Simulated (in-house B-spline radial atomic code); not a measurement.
**Ionising Ca⁴⁺ with different functionals**

Computed with a radial B-spline atomic code at the basis-set limit: scalar-relativistic (spin-free X2C) Hamiltonian, Fermi nucleus of rms radius 3.4776 fm, spin-polarised at highest spin, spherical fractional occupations for the functionals, and exact exchange of hybrids averaged over the configuration. The ionisation energy is the difference of two self-consistent energies, [Ne] 3s2 3p4 → [Ne] 3s2 3p3, without Breit or QED terms; ε is the level of the shell that loses the electron (its least bound occupied spin orbital).

```tsv
method	rung	ΔSCF (eV)	-ε(3p) (eV)
PBE0	global hybrid	84.10	77.91
B3LYP	global hybrid	84.33	77.56
TPSSh	global hybrid	83.98	76.51
BHandHLYP	global hybrid	84.12	80.12
r2SCAN0	global hybrid	83.75	77.80
B97-1	global hybrid	84.16	77.57
HSE06	range-separated hybrid	84.12	77.49
wB97X	range-separated hybrid	84.15	80.58
CAM-B3LYP	range-separated hybrid	84.31	79.53
LC-wPBE	range-separated hybrid	84.32	81.06
```

(1) Among the functionals, which spreads more, the ΔSCF values or the orbital energies?

(2) How do they compare with the NIST value?

Results:

(1) The orbital energies: ΔSCF values span about 0.59 eV and the orbital energies 4.55 eV; here energy differences depend much less on the functional than eigenvalues do.

(2) NIST lists 84.34 eV ± 0.08 (semi-empirical, ground level to ground level). Errors run from -0.59 to -0.01 eV; B3LYP is closest (-0.01 eV), though others lie within the uncertainty of it, and part of that can be cancellation, since the calculations leave out spin-orbit coupling, Breit-QED terms, multiplet and fine-structure energies.
